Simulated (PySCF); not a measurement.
# Relaxation of singlet SiOCl2

These are results of PySCF, PBE0, basis Si def2-TZVP, O def2-TZVP, Cl def2-TZVP (no relativity, density fitting), not measurements. A (50,194) grid was used.

A hand-made trigonal pyramidal start, of Cs symmetry, held to at least that symmetry:

```xyz
4
charge 0 multiplicity 1, angstrom
Si    0.0000   -0.8208    0.0000
O    -1.6399   -0.8075    0.0000
Cl    0.3750    0.5130    1.6440
Cl    0.3750    0.5130   -1.6440
```

Optimiser trace:
```tsv
step	E − E(last) (kJ/mol)	largest gradient (Eh/bohr)
0	265.92	0.09953
1	121.13	0.06601
2	28.25	0.05129
3	5.52	0.03416
4	0.32	0.00674
5	0.03	0.00256
6	0.00	0.00037
7	0.00	0.00005
```

It ends at C2v with Si–Cl 2.006 Å (×2), Si–O 1.506 Å; Cl–Si–Cl 108.6°, Cl–Si–O 125.7° (×2). A frequency run shows a minimum. Other isomers or separated fragments may lie lower.

The relaxation took 15 s on 4 threads of a shared Arm Neoverse V1 host, with 142 basis functions and 9 gradients; the process peaked at 0.78 GiB.
